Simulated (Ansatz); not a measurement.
`C[Si](C)(C)[Si](C)(C)[Si](C)(C)C`, 35 atoms. Hardware: 2 threads of AMD EPYC 7R13 on a shared host and a share (18 GiB) of an NVIDIA H100 80GB HBM3.

Correlated methods freeze 23 core orbitals. Single mean-field runs in def2-TZVP are fitted with def2-universal-jkfit.

Question: How many basis functions does each of these Ansatz runs have, and roughly what does it cost? PBE-D4/def2-TZVP, charge 1 doublet, energy, from earlier orbitals; MP2/def2-TZVP, charge 0 singlet, energy, from earlier orbitals; PBE-QIDH/def2-TZVP, charge 0 singlet, energy, from earlier orbitals; PBE-D4/def2-SVP, charge 0 singlet, relaxation, 4 steps; PBE with 15 % exact exchange/def2-SVP, charge 0 singlet, energy, from earlier orbitals; PBE0-D4/def2-TZVP, charge -1 doublet at the geometry of the charge 0 singlet, energy; PBE with 10 % exact exchange/def2-SVP, charge 0 singlet, energy, from earlier orbitals; PBE-D4/def2-TZVP, charge -1 doublet at the geometry of the charge 0 singlet, energy, from earlier orbitals; B3LYP-D4/6-31G, charge 0 singlet, energy; PBE-D4/def2-SVP, charge 0 singlet, energy, from earlier orbitals; PBE with 35 % exact exchange/def2-SVP, charge 0 singlet, energy, from earlier orbitals; PBE0-D4/def2-TZVP, charge 0 singlet, energy, from earlier orbitals.

Answer: Other jobs shared the machine, so times can vary by a factor of up to 3. A dash marks memory too small to be measured apart from the calling script's.

```
                                                                                                       run  functions  fitting or Cholesky vectors  wall time  peak host memory (GiB)
                    PBE with 10 % exact exchange/def2-SVP, charge 0 singlet, energy, from earlier orbitals        286                         3244      4.9 s                    0.95
                                          PBE-D4/def2-SVP, charge 0 singlet, energy, from earlier orbitals        286                         3244      5.5 s                    0.94
                                         PBE-D4/def2-TZVP, charge 1 doublet, energy, from earlier orbitals        503                         1416      5.5 s                     1.1
                    PBE with 35 % exact exchange/def2-SVP, charge 0 singlet, energy, from earlier orbitals        286                         3392        6 s                    0.96
                                            MP2/def2-TZVP, charge 0 singlet, energy, from earlier orbitals        503                         3448        6 s                     1.1
                                                                  B3LYP-D4/6-31G, charge 0 singlet, energy        159                         2204      6.5 s                       –
                                        PBE0-D4/def2-TZVP, charge 0 singlet, energy, from earlier orbitals        503                         1416      6.5 s                    0.96
                    PBE with 15 % exact exchange/def2-SVP, charge 0 singlet, energy, from earlier orbitals        286                         3244      8.5 s                    0.95
                                       PBE-QIDH/def2-TZVP, charge 0 singlet, energy, from earlier orbitals        503                         1416      8.5 s                     2.1
PBE-D4/def2-TZVP, charge -1 doublet at the geometry of the charge 0 singlet, energy, from earlier orbitals        503                         1416      8.5 s                     1.1
                      PBE0-D4/def2-TZVP, charge -1 doublet at the geometry of the charge 0 singlet, energy        503                         1416        9 s                     1.1
                                                    PBE-D4/def2-SVP, charge 0 singlet, relaxation, 4 steps        286                         3244       15 s                    0.95
```
